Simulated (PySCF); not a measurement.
In(H)2(OSiH3) (H₅InOSi), SMILES [InH2][O][SiH3]. Heavy atoms are numbered as in [InH2:1][O:4][SiH3:5]. Hydrogens are named by the atom that carries them.

Geometry optimised at PBE0-D3(BJ)/def2-SVP. The def2 effective core potentials stand for the cores of In; spin–orbit coupling is left out.

The numbers are results of CAM-B3LYP/def2-TZVPD run with PySCF, not measurements.

Mulliken values depend strongly on the basis, most of all with diffuse functions as here. ESP charges are fitted to the potential on shells at 1.4 to 2.0 van der Waals radii. Atomic charges (e), one atom of each kind:

```json
[
 {"atom": "In1 (InH2)", "Mulliken": "0.65", "ESP fit": "?"},
 {"atom": "H on In1", "Mulliken": "-0.08", "ESP fit": "-0.20"},
 {"atom": "O4", "Mulliken": "-0.41", "ESP fit": "-0.53"},
 {"atom": "Si5 (SiH3)", "Mulliken": "0.22", "ESP fit": "?"},
 {"atom": "H on Si5", "Mulliken": "-0.09", "ESP fit": "?"}
]
```

**Question.** What belongs in the gaps? (Estimate from the structure and the level; the computed values follow.)

**Answer.** 
- In1 (InH2), ESP fit: 0.83
- Si5 (SiH3), ESP fit: 0.47
- H on Si5, ESP fit: -0.12
